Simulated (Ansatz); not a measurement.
```yaml
crystal:
  periodic: [false, false, false]
  atoms:
    - {symbol: C, position_ang: [-1.557004, 1.244487, 2.358001]}
    - {symbol: In, position_ang: [0.145566, 1.287011, 1.087456]}
    - {symbol: h, position_ang: [-0.640506, 0.793159, -0.850865]}
    - {symbol: In, position_ang: [-0.142354, -1.284877, -1.083588]}
    - {symbol: C, position_ang: [1.553415, -1.251125, -2.363485]}
    - {symbol: F, position_ang: [0.652608, -0.788184, 0.850754]}
    - {symbol: H, position_ang: [-1.991260, 2.237874, 2.471562]}
    - {symbol: H, position_ang: [-2.296687, 0.577533, 1.914648]}
    - {symbol: H, position_ang: [-1.280982, 0.865907, 3.342755]}
    - {symbol: H, position_ang: [1.598573, 2.104551, 0.741390]}
    - {symbol: H, position_ang: [-1.597201, -2.094423, -0.726031]}
    - {symbol: H, position_ang: [1.729944, -2.218132, -2.833650]}
    - {symbol: H, position_ang: [2.424901, -0.973933, -1.769552]}
    - {symbol: H, position_ang: [1.400986, -0.499860, -3.139393]}
basis:
  gaussian: {orbitals: STO-3G, fitting: {mean_field: cc-pVTZ-jkfit}, final_grid: {core_spheres: 20, valence_spheres: 16, degree: 47}, point_charges: [{charge: 1.00, position_ang: [5.940, 0.959, 0.652]}]}
hamiltonian: {xc: {name: wB97}}
accuracy: high
output: {forces: true}
```

```sh
$ ansatz run in.yaml --threads 4 --pin off --events-out ev --progress --plain --max-ram 11315MiB
```

Output, abridged:

```
Error: YAML parse error: error: line 6 column 16: `h` is not an element symbol (H … Og, case-exact)
 --> <input>:6:16
4 |     - {symbol: C, position_ang: [-1.557004, 1.244487, 2.358001]}
5 |     - {symbol: In, position_ang: [0.145566, 1.287011, 1.087456]}
6 |     - {symbol: h, position_ang: [-0.640506, 0.793159, -0.850865]}
7 |     - {symbol: In, position_ang: [-0.142354, -1.284877, -1.083588]}
8 |     - {symbol: C, position_ang: [1.553415, -1.251125, -2.363485]}
```

**Question.** Something in this input is off. What?

**Answer.** An element symbol is wrong. The program refused the input.
